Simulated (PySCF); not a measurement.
# How methods differ on the ionisation energy of Ne⁺

Ne⁺ [He] 2s2 2p5 (2P) → Ne²⁺ [He] 2s2 2p4 (3P), as a difference of total energies. Computed with PySCF 2.14 in aug-cc-pCVTZ-DK (7s6p4d2f, 59 functions), with scalar relativity by spin-free X2C-1e. Correlated levels: valence: 1s2 frozen; valence and next inner shell: nothing frozen. The calculations carry no spin-orbit coupling.

| method | ionisation energy (eV) |
| --- | --- |
| UHF | 39.239 |
| LDA | 41.418 |
| PBE | 41.134 |
| PBE0 | 40.991 |
| r2SCAN | 41.121 |
| r2SCANh | 41.062 |
| BHandHLYP | 40.910 |
| M06 | 41.045 |
| PW91 | 41.265 |
| MP2 (valence) | 40.756 |
| SCS-MP2 (valence) | 40.751 |
| MP2 (valence and next inner shell) | 40.781 |
| SCS-MP2 (valence and next inner shell) | 40.765 |

**Question.** How much does correlation contribute at MP2 (valence and next inner shell)?

**Answer.** 40.781 − (39.239) = 1.542 eV, measured against UHF.

Errors of the correlated levels include the incompleteness of this basis and the frozen core.

For comparison: 40.963 eV (measured; NIST Atomic Spectra Database, ionization energies).
